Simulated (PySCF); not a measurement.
Compound: C3H5FOSi.
Numbering: `[OH:1][SiH2:2][C:3]#[C:4][CH2:5][F:6]` (hydrogens: H7 on O1; H8, H9 on Si2; H10, H11 on C5)

Computed by this run: PySCF, PBE0-D3(BJ)/def2-SVP geometry optimisation, gas phase; density fitting, grid level 1; the optimiser is geomeTRIC in internal coordinates, started from a GFN2-xTB structure with every atom displaced at random (about 0.01 Å).

Step 0: E = -15812.4692 eV
```
atom  x, y, z in Å  |  force x, y, z in eV/Å
O1     -2.5860    1.2235   -0.4468   -0.957   2.590   0.105
Si2    -2.0036   -0.2595   -0.3650    1.177  -1.026   0.509
C3     -0.1802   -0.2048   -0.0999    3.607   0.026   0.387
C4      1.0671   -0.1562    0.0575   -5.192  -0.210  -0.707
C5      2.4655   -0.1429    0.2632    1.168   0.083   1.377
F6      2.8475   -1.0603    1.2163    0.005  -0.227   0.093
H7     -2.4945    1.8871    0.2485    0.023  -0.348  -0.198
H8     -2.2917   -0.7768   -1.6877   -0.140  -0.629  -0.507
H9     -2.5696   -0.9851    0.7872   -0.134  -0.422   0.114
H10     2.9977   -0.3906   -0.6424    0.422   0.053  -0.813
H11     2.7860    0.8412    0.6533    0.022   0.109  -0.360
```

Step 1: E = -15812.6374 eV
```
atom  x, y, z in Å  |  force x, y, z in eV/Å
O1     -2.6977    1.2911   -0.4521   -0.109  -0.232  -0.252
Si2    -1.9695   -0.2030   -0.3858    0.185   0.486  -0.058
C3     -0.1419   -0.0437   -0.2067   -0.001  -0.691   0.469
C4      1.0202   -0.2562    0.1148    0.017   0.740  -0.438
C5      2.4668   -0.1940    0.3036   -0.013  -0.313   0.148
F6      2.9148   -1.0756    1.2495   -0.009  -0.060   0.039
H7     -2.5760    1.8911    0.2823    0.072   0.120   0.235
H8     -2.2611   -0.8430   -1.6873   -0.104  -0.109  -0.008
H9     -2.4312   -0.9948    0.7908   -0.017  -0.076  -0.058
H10     2.9755   -0.4225   -0.6512   -0.034   0.101   0.027
H11     2.7382    0.8262    0.6262    0.013   0.036  -0.105
```

Step 2: E = -15812.6781 eV
```
atom  x, y, z in Å  |  force x, y, z in eV/Å
O1     -2.7050    1.2916   -0.4565   -0.031  -0.012  -0.029
Si2    -1.9681   -0.1963   -0.3878    0.099   0.240  -0.077
C3     -0.1424   -0.0523   -0.1905   -0.093  -0.511   0.328
C4      1.0292   -0.2278    0.1086    0.089   0.535  -0.318
C5      2.4747   -0.1938    0.3053   -0.063  -0.204   0.137
F6      2.9004   -1.0847    1.2547   -0.026   0.038  -0.051
H7     -2.5804    1.8866    0.2878    0.024  -0.018   0.026
H8     -2.2741   -0.8522   -1.6827   -0.030  -0.036   0.022
H9     -2.4394   -0.9989    0.7776   -0.014  -0.049  -0.020
H10     2.9803   -0.4221   -0.6493    0.013   0.010   0.002
H11     2.7630    0.8253    0.6172    0.032   0.005  -0.019
```

**Question.** Estimate the geometry and energy of step 3. (The exact step hangs on the optimiser's Hessian estimate; all steps are aligned on step 2, rigid shifts and turns removed.)

**Answer.** E = -15812.7283 eV, largest force 0.243 eV/Å
```
atom  x, y, z in Å  |  force x, y, z in eV/Å
O1     -2.6960    1.2965   -0.4611    0.066   0.148   0.143
Si2    -1.9690   -0.1935   -0.3881   -0.130  -0.204  -0.021
C3     -0.1530   -0.0909   -0.1470   -0.124  -0.097   0.036
C4      1.0411   -0.1525    0.0834    0.138   0.100  -0.078
C5      2.4806   -0.1798    0.3011    0.028   0.083  -0.004
F6      2.8453   -1.0874    1.2554    0.005  -0.007   0.020
H7     -2.5577    1.8716    0.3007   -0.034  -0.052  -0.117
H8     -2.2921   -0.8713   -1.6710    0.068   0.071  -0.005
H9     -2.4783   -1.0174    0.7489   -0.005   0.033   0.025
H10     2.9939   -0.4252   -0.6438    0.001  -0.063  -0.046
H11     2.8235    0.8255    0.6056   -0.013  -0.012   0.048
```

The energy changes by -0.0502 eV. The first-order estimate −F·Δx gives -0.0892 eV and the mean of the old and new forces, exact on a quadratic surface, -0.0508 eV. The step makes an angle of 51° with the force vector and moves no atom by more than 0.080 Å.

What follows is the cost of the whole optimisation. Hardware: an Arm Neoverse V1 with one thread, no GPU, shared host with 64 logical CPUs at a one-minute load of 24. Cost: 37 s wall, 0.45 GiB resident at most.
